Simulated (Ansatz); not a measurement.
`[InH2][CH]1C[SiH2]1` and `OC1C[SiH2]1` differ in one atom or group.

Ansatz, PBE0-D4/def2-TZVP geometries, multiplicity 1. Each molecule was computed in one conformer, which needn't be the lowest.

Elements past krypton have def2 core potentials.

| property | `[InH2][CH]1C[SiH2]1` |
| --- | --- |
| LUMO energy (B3LYP/def2-TZVPP) / eV | -1.71 |
| size of the dipole moment (ωB97M-V/def2-TZVPP) / D | 0.73 |
| HOMO–LUMO gap (B3LYP/def2-TZVPP) / eV | 4.66 |
| LUMO energy (PBE/def2-TZVPP) / eV | -2.16 |
| LUMO energy (PBE0/def2-TZVPP) / eV | -1.45 |
| HOMO energy (PBE/def2-TZVPP) / eV | -5.58 |

(1) What does the change do to each property? (Best estimate.)

Results:

(1) Ansatz gave: 
```json
{"property": "LUMO energy (B3LYP/def2-TZVPP) / eV", "`OC1C[SiH2]1`": "-0.05", "shift": "1.66"}
{"property": "size of the dipole moment (ωB97M-V/def2-TZVPP) / D", "`OC1C[SiH2]1`": "1.45", "shift": "0.72"}
{"property": "HOMO–LUMO gap (B3LYP/def2-TZVPP) / eV", "`OC1C[SiH2]1`": "6.59", "shift": "1.93"}
{"property": "LUMO energy (PBE/def2-TZVPP) / eV", "`OC1C[SiH2]1`": "-0.63", "shift": "1.53"}
{"property": "LUMO energy (PBE0/def2-TZVPP) / eV", "`OC1C[SiH2]1`": "0.19", "shift": "1.64"}
{"property": "HOMO energy (PBE/def2-TZVPP) / eV", "`OC1C[SiH2]1`": "-5.66", "shift": "-0.08"}
```

With PBE0 the HOMO falls by 0.26 eV and the LUMO rises by 1.64 eV, so the gap widens by about 1.90 eV. PBE moves the HOMO by -0.08 eV and ωB97M-V by -0.38 eV. Dipoles are sizes alone; their direction can turn.

B3LYP here is the variant with VWN-RPA as its local correlation; programs differ in this.
